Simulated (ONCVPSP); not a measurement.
u(r) = r·R(r): atom against pseudo-atom (bismuth)

Columns: radius, all-electron u(r) and pseudo u(r) of the 5s shell (level -157.79 eV) of bismuth in the configuration [Kr] 4d10 4f14 5s2 5p6 5d10 6s2 6p3; PBE, scalar-relativistic, ONCV scheme, ONCVPSP 4.0.1.

| r (bohr) | all-electron | pseudo |
| --- | --- | --- |
| 0.078 | 0.0645 | 0.0679 |
| 0.155 | 0.3942 | 0.1549 |
| 0.232 | -0.4332 | 0.2755 |
| 0.310 | -0.7475 | 0.4345 |
| 0.388 | -0.4046 | 0.6213 |
| 0.465 | 0.1773 | 0.8140 |
| 0.542 | 0.7104 | 0.9914 |
| 0.620 | 1.0833 | 1.1327 |
| 0.698 | 1.2770 | 1.2187 |
| 0.775 | 1.3271 | 1.2427 |
| 0.852 | 1.2801 | 1.2093 |
| 0.930 | 1.1730 | 1.1277 |
| 1.008 | 1.0367 | 1.0135 |
| 1.085 | 0.8941 | 0.8847 |
| 1.162 | 0.7563 | 0.7535 |
| 1.240 | 0.6285 | 0.6279 |
| 1.318 | 0.5160 | 0.5157 |
| 1.395 | 0.4205 | 0.4204 |
| 1.472 | 0.3403 | 0.3401 |
| 1.550 | 0.2727 | 0.2726 |
| 1.628 | 0.2174 | 0.2173 |
| 1.705 | 0.1730 | 0.1730 |
| 1.782 | 0.1372 | 0.1372 |
| 1.860 | 0.1082 | 0.1081 |
| 1.938 | 0.0850 | 0.0850 |
| 2.015 | 0.0669 | 0.0669 |

Task: How many radial nodes do the two functions have?

Result: The all-electron 5s function has n − l − 1 = 4 (the table is too coarse to show those close to the nucleus); the pseudo-wave has 0, since the states of the same l below it are removed with the core.

Task: At about which radius was the pseudo-wave matched?

Result: 1.35 bohr, where the columns begin to agree (steps of 0.08 bohr).

Task: Where does each function peak?

Result: Outermost all-electron maximum near 0.78 bohr, pseudo maximum near 0.78 bohr (to the table’s step).

Task: Is the pseudo-wave norm-conserving?

Result: Yes: the ONCV scheme keeps the norm inside the radius equal to the all-electron one, which fixes the energy derivative of the logarithmic derivative at the level.
